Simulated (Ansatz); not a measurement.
Program: Ansatz. Geometries: PBE0-D4/def2-TZVP. ΔE: electronic, gas phase. CBS: MP2 limit from def2 TZ/QZ plus the TZ coupled-cluster correction, frozen cores. This one scheme is used for every species. Functionals use def2-TZVPP. B3LYP here is the variant with VWN-RPA as its local correlation; programs differ in this. HSE06 is defined as in plane-wave codes. Elements past krypton have def2 core potentials. For In outer-core shells are correlated without core-valence functions, which leaves a few kJ/mol of doubt a bond.

Consider the formal exchange of groups at the In–Si bond: `F[SiH2][InH2]` + `BC` → `C[BH][InH2]` + `F[SiH3]`.

`F[SiH2][InH2]`:

```xyz
7

F    -0.812   -1.646   -1.326
Si    0.393   -0.817   -0.649
In   -0.495    1.081    0.859
H     1.217   -1.796    0.114
H     1.240   -0.297   -1.759
H    -2.180    1.381    1.074
H     0.637    2.094    1.687
```

`BC`:

Cartesian coordinates in Å:
```
B 0.004 -0.697 0.536
C 0.054 0.495 -0.451
H -0.752 -1.610 0.361
H 0.673 -0.701 1.531
H -0.256 0.267 -1.472
H -0.712 1.187 -0.053
H 0.988 1.059 -0.452
```

`C[BH][InH2]`:

```xyz
9

C     1.077    0.487   -0.931
B    -0.160    0.658   -0.005
In   -1.255   -0.996    1.052
H     1.119    1.220   -1.743
H     1.925    0.746   -0.272
H     1.279   -0.510   -1.324
H    -0.522    1.785    0.210
H    -2.670   -1.769    0.408
H    -0.792   -1.621    2.605
```

`F[SiH3]`:

Cartesian coordinates in Å:
```
F 0.722 0.983 0.972
Si -0.019 -0.025 -0.025
H 0.700 -0.011 -1.321
H -1.416 0.434 -0.199
H 0.013 -1.381 0.573
```

```csv
level,ΔE (kJ/mol),difference from CCSD(T)/CBS
LDA (SPW92),28.5,2.5
PBE-D4,31.9,5.9
revPBE-D4,30.9,4.9
BLYP-D4,30.6,4.6
r2SCAN-D4,29.9,3.9
B97M-V,32.3,6.3
PBE0-D4,32.6,6.6
B3LYP-D4,31.5,5.5
r2SCANh-D4,30.4,4.4
r2SCAN0-D4,31.0,5.0
HSE06-D4,32.6,6.6
CAM-B3LYP-D4,30.5,4.5
ωB97X-V,30.7,4.7
ωB97M-V,30.2,4.2
B2PLYP,28.8,2.8
PBE-QIDH,28.9,2.9
PBE,32.3,6.3
revPBE,32.9,6.9
BLYP,31.6,5.6
r2SCAN,30.1,4.1
PBE0,32.9,6.9
B3LYP,32.1,6.1
r2SCAN0,31.2,5.2
HSE06,32.8,6.8
BHLYP,32.5,6.5
CAM-B3LYP,30.8,4.8
LC-ωPBE,31.1,5.1
RPA@PBE/def2-TZVPP,21.1,-4.9
HF/def2-SVP,34.6,8.6
CCSD/def2-SVP,27.4,1.4
CCSD(T)/def2-SVP,26.4,0.4
HF/def2-TZVPP,33.0,7.0
MP2/def2-TZVPP,21.9,-4.1
SCS-MP2/def2-TZVPP,22.8,-3.2
CCSD/def2-TZVPP,24.5,-1.5
CCSD(T)/def2-TZVPP,23.6,-2.4
HF/def2-QZVPP,32.8,6.8
SCS-MP2/def2-QZVPP,24.0,-2.0
HF/CBS(def2),32.8,6.8
MP2/CBS(def2),24.3,-1.7
CCSD(T)/CBS,26.0,0
```

Largest T1 diagnostic among the species: 0.014.

Leaving LDA and LC-ωPBE aside and taking each functional with its dispersion term where it has one, the values, not all of them listed here, spread over 4.0 kJ/mol, from B2PLYP to BHLYP-D4. LDA lies −3.8 kJ/mol from PBE without D4. In def2-TZVPP, CCSD(T) changes the Hartree–Fock value by −9.4 kJ/mol (the triples alone add −0.9 kJ/mol) and MP2 by −11.0 kJ/mol.
